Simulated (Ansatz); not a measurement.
## Reading a saddle point

A first-order saddle point of GaAsH$_{6}$O$_{2}$, closed shell, PBE0-D4/def2-TZVP, with one imaginary mode of 1322i cm⁻¹:

Ga1  (0.261, 0.702, 0.212)
H2  (-1.396, 0.501, -0.462)
O3  (1.322, 1.698, -0.836)
O4  (0.425, 0.982, 1.971)
H5  (-1.460, -0.490, -0.975)
As6  (-0.337, -1.674, -0.468)
H7  (1.189, 1.579, -1.778)
H8  (1.018, 1.711, 2.166)
H9  (-1.167, -1.886, 0.778)
H10  (0.143, -3.123, -0.610)
(Å)

Ansatz 0.2.0; basis: def2-TZVPP and def2-QZVPP; cores frozen in the correlated methods. Filled d shells of the heavier atoms are correlated. The def2 sets are not built for correlating such inner shells, so the correlated values are less sure here. Extrapolation: Hartree–Fock as exp(−7.88 √X), correlation as X^−2.97.

(1) Which contacts change along the imaginary mode, and what lies on either side? (Judge from chemistry; the calculation decides.)

(2) Which side is lower, and how far does the saddle lie above each? (Judge from chemistry; the value comes from the calculation.)

The T1 diagnostic stays at or below 0.014.

## Answers

(1) By the calculation: The step is GaH₃O₂ ([OH][GaH][OH]) + AsH₃ → GaAsH₄O₂ ([OH][Ga]([OH])[AsH2]) + H₂, with the molecules in contact on both sides. Shortening one way: Ga1–As6, H2–H5; lengthening the same way: Ga1–H2, H5–As6.
```
   pair  one side (Å)  saddle (Å)  other side (Å)
Ga1–As6          2.76        2.54            2.40
  H2–H5          4.35        1.12            0.75
 Ga1–H2          1.56        1.80            3.05
 H5–As6          1.51        1.71            3.97
```

(2) By the calculation: The side with Ga1–As6, H2–H5 short is lower by 4.73 kcal/mol; the saddle lies 48.73 kcal/mol above it and 43.99 kcal/mol above the other (CCSD(T) at an estimated basis limit (MP2 extrapolated from triple and quadruple zeta, plus CCSD(T) − MP2 in triple zeta); electronic energies).

Labels in which every atom is bracketed show which atoms are joined, not bond orders.

For scale, one of the runs: CCSD(T)/def2-TZVPP, 242 basis functions, launched by `ansatz run in.yaml --threads 8 --pin off --events-out ev --progress --plain --max-ram 19148MiB`. The run took 76 s on 8 CPU threads of an Intel Xeon Platinum 8488C (shared host), with 5 GiB of host memory at its peak.
